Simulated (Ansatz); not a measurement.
CH5BClNSn, 10 atoms. Total charge 0; spin multiplicity 1. Correlated methods include outer-core shells of Sn, which these sets cover unevenly. Sn takes the def2 core potential. The bonds changed during the relaxation, so this is another structure than the one it started from. All runs use 4 threads of a server CPU on a shared host. Correlated methods freeze the cores.

Task: How many basis functions does each run have, and how long does it take in Ansatz? RKS B97M-V/def2-TZVPP energy; RHF-MP2/def2-QZVPP energy; direct RPA on PBE orbitals/def2-TZVPP energy; RKS PBE0-D4/def2-TZVP relaxation (11 steps); RKS PBE0-D4/def2-SVP energy; RKS LC-ωPBE/def2-TZVPP energy; RKS ωB97M-V/def2-QZVPP energy; RKS PBE0-D4/def2-QZVPP energy; RKS r2SCANh-D4/def2-TZVPP energy; RKS ωB97M-V/def2-SVP energy; RHF-CCSD(T)/def2-SVP energy; RKS PBE0-D4/def2-TZVP frequencies. (Best estimate.)

Result: The calculation gave: Other jobs shared the machine, so times are rough.

| level | job | functions | wall time | peak host memory (GiB) |
| --- | --- | --- | --- | --- |
| RKS PBE0-D4/def2-SVP | energy | 111 | 1.4 s | 0.26 |
| RKS LC-ωPBE/def2-TZVPP | energy | 255 | 3.2 s | 0.52 |
| RKS ωB97M-V/def2-SVP | energy | 111 | 6 s | 0.38 |
| RKS r2SCANh-D4/def2-TZVPP | energy | 255 | 6.5 s | 0.75 |
| direct RPA on PBE orbitals/def2-TZVPP | energy | 255 | 7.5 s | 0.78 |
| RHF-CCSD(T)/def2-SVP | energy | 111 | 9 s | 0.6 |
| RKS PBE0-D4/def2-QZVPP | energy | 473 | 9.5 s | 1.9 |
| RKS B97M-V/def2-TZVPP | energy | 255 | 12 s | 0.46 |
| RKS ωB97M-V/def2-QZVPP | energy | 473 | 24 s | 2.3 |
| RHF-MP2/def2-QZVPP | energy | 473 | 29 s | 3.2 |
| RKS PBE0-D4/def2-TZVP | relaxation (11 steps) | 210 | 54 s | 0.64 |
| RKS PBE0-D4/def2-TZVP | frequencies | 210 | 3 min | 0.64 |

LC-ωPBE has ω = 0.4 bohr⁻¹.
